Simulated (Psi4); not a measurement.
Level of theory: SAPT0/jun-cc-pVDZ, frozen core run with Psi4 1.11.

Psi4 input:

```
molecule {
0 1
Cl 0.64100294 -0.00000000 0.00000000
H -0.64100294 0.00000000 -0.00000000
--
0 1
C -1.33379324 3.15589056 0.06592994
Br -2.68427178 1.73929494 0.03478338
H -1.48203160 3.77070584 -0.81473634
H -0.35910332 2.68114568 0.05387396
H -1.48005012 3.72937044 0.97437144
units angstrom
symmetry c1
no_reorient
no_com
}
set basis jun-cc-pvdz
set scf_type df
set freeze_core true
energy('sapt0')
```

Part of the output:

```
    SAPT Results
  --------------------------------------------------------------------------------------------------------
    Electrostatics                 -7.29929507 [mEh]      -4.58037681 [kcal/mol]     -19.16429657 [kJ/mol]
      Elst10,r                     -7.29929507 [mEh]      -4.58037681 [kcal/mol]     -19.16429657 [kJ/mol]

    Exchange                        9.05383893 [mEh]       5.68136970 [kcal/mol]      23.77085083 [kJ/mol]
      Exch10                        9.05383893 [mEh]       5.68136970 [kcal/mol]      23.77085083 [kJ/mol]
      Exch10(S^2)                   9.00798453 [mEh]       5.65259563 [kcal/mol]      23.65046012 [kJ/mol]

    Induction                      -2.44694811 [mEh]      -1.53548312 [kcal/mol]      -6.42446137 [kJ/mol]
      Ind20,r                      -4.79757797 [mEh]      -3.01052563 [kcal/mol]     -12.59603923 [kJ/mol]
      Exch-Ind20,r                  3.59899794 [mEh]       2.25840530 [kcal/mol]       9.44916779 [kJ/mol]
      delta HF,r (2)               -1.24836808 [mEh]      -0.78336279 [kcal/mol]      -3.27758993 [kJ/mol]

    Dispersion                     -3.11264148 [mEh]      -1.95321202 [kcal/mol]      -8.17223909 [kJ/mol]
      Disp20                       -3.61740538 [mEh]      -2.26995615 [kcal/mol]      -9.49749652 [kJ/mol]
      Exch-Disp20                   0.50476390 [mEh]       0.31674413 [kcal/mol]       1.32525744 [kJ/mol]
      Disp20 (SS)                  -1.80870269 [mEh]      -1.13497807 [kcal/mol]      -4.74874826 [kJ/mol]
      Disp20 (OS)                  -1.80870269 [mEh]      -1.13497807 [kcal/mol]      -4.74874826 [kJ/mol]
      Exch-Disp20 (SS)              0.25847188 [mEh]       0.16219356 [kcal/mol]       0.67861784 [kJ/mol]
      Exch-Disp20 (OS)              0.24629202 [mEh]       0.15455057 [kcal/mol]       0.64663960 [kJ/mol]

  Total HF                         -0.69240425 [mEh]      -0.43449023 [kcal/mol]      -1.81790711 [kJ/mol]
  Total SAPT0                      -3.80504573 [mEh]      -2.38770225 [kcal/mol]      -9.99014620 [kJ/mol]
```
